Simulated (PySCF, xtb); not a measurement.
HO₂, SMILES O[O], multiplicity 2. Atoms are numbered in the order given.

```xyz
3

O     -0.1249    -0.5895     0.0000
O      0.0279     0.7099     0.0000
H      0.7760    -0.9628     0.0000
```
Charge 0, spin multiplicity 2.

Coordinates come from a PBE0-D3(BJ)/def2-TZVPD optimisation. The isomer is the one that the SMILES or the coordinates give; other isomers of the formula were not compared.

These are IEF-PCM-ωB97X/def2-TZVPD in PySCF values and carry that method's errors.

The values are the electrostatic part of the solvation free energy, E(continuum) − E(gas) at the gas-phase geometry, in a cavity of scaled van der Waals radii (PySCF's table); cavitation and dispersion terms are not included. The dipole moment in vacuum is 2.23 D.

```csv
solvent,ε,ΔG(elec) (kcal/mol),dipole (D)
water,78.36,-5.5,2.78
ethylethanoate,5.99,-4.2,2.65
toluene,2.37,-2.6,2.49
```

For comparison, GFN2-xTB/ALPB(water) (xtb, at the GFN2-xTB geometry, all terms of that model) gives -7.4 kcal/mol.
